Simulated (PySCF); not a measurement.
## Computed structure and properties of [TlH]2+

System: [TlH]2+ (singlet); start: template (C∞v). Method: PySCF 2.14.0, RKS r2SCAN, Tl def2-SVP with ECP60, H def2-SVP; non-relativistic Hamiltonian with scalar-relativistic core potentials where named; density fitting; no spin-orbit coupling.

Input of the relaxation:

```python
mol = gto.M(atom='''
Tl     0.00000     0.00000    -0.00964
H      0.00000     0.00000     1.96036''',
    basis={'Tl': 'def2-SVP', 'H': 'def2-SVP'},
    ecp={'Tl': 'def2-SVP'},
    charge=2, spin=0)
mf = dft.RKS(mol, xc='R2SCAN')
mf.grids.atom_grid = (50, 194)
mf = mf.density_fit()  # fitting sets: Tl def2-universal-JKFIT, H def2-universal-JKFIT
mf.conv_tol = 1e-08; mf.max_cycle = 55
mf.kernel(dm0)  # dm0: converged density of the start geometry
# quasi-Newton relaxation in Cartesian coordinates to a largest gradient under 0.00045 Eh/bohr, steps kept in the point group
```

Run from Python with OMP_NUM_THREADS=2; the lines above give its settings. Where DIIS fails, smearing, a level shift and second-order steps follow.
It took 2.3 s on 2 threads of Arm Neoverse V2 (shared host), from the converged density of the start.

Course of the relaxation:

```json
{"step": "0", "energy above end (eV)": "0.0892", "largest force component within the symmetry (eV/Å)": "0.771"}
{"step": "1", "energy above end (eV)": "0.0493", "largest force component within the symmetry (eV/Å)": "0.637"}
{"step": "2", "energy above end (eV)": "0.0456", "largest force component within the symmetry (eV/Å)": "0.958"}
{"step": "3", "energy above end (eV)": "0.0039", "largest force component within the symmetry (eV/Å)": "0.214"}
{"step": "4", "energy above end (eV)": "0.0003", "largest force component within the symmetry (eV/Å)": "0.060"}
{"step": "5", "energy above end (eV)": "0.0000", "largest force component within the symmetry (eV/Å)": "0.006"}
{"step": "6", "energy above end (eV)": "0.0000", "largest force component within the symmetry (eV/Å)": "0.000"}
```

Relaxed geometry (C∞v):

```xyz
2

Tl    0.0000    0.0000    0.0865
H     0.0000    0.0000    1.8642
```

```tsv
contact	Å
Tl1–H2 (H)	1.778
```

On the finer grid (75, 302):

The HOMO is -25.92 eV, the LUMO is -20.31 eV and the dipole about the centre of mass is 1.71 D. The set of Mulliken populations of Tl1 outside the core potential is s 3.43, p 6.07, d 9.97 and the D3(BJ) dispersion energy (not in the energies) is -0.003 eV.

| atom | Mulliken (e) | Löwdin (e) | spin (e) |
| --- | --- | --- | --- |
| Tl1 | 1.53 | 1.64 | 0.00 |
| H2 | 0.47 | 0.36 | 0.00 |

No frequency check is given for this geometry.

Taking off one H (charge -1, singlet; the rest: singlet) in vacuum, both parts rigid, costs 33.91 eV; the small basis without counterpoise inflates it. Most of it is the attraction of opposite charges; other ways to part are cheaper, and one spin state was tried for the rest.

Rigid scan of H along the line from its metal:

| distance to H2 (Å) | energy (eV) |
| --- | --- |
| 1.48 | 0.544 |
| 1.58 | 0.199 |
| 1.68 | 0.041 |
| 1.78 | 0.000 |
| 1.88 | 0.028 |
| 1.98 | 0.095 |
| 2.18 | 0.269 |

One start shape was tried, so this needn't be the lowest isomer.
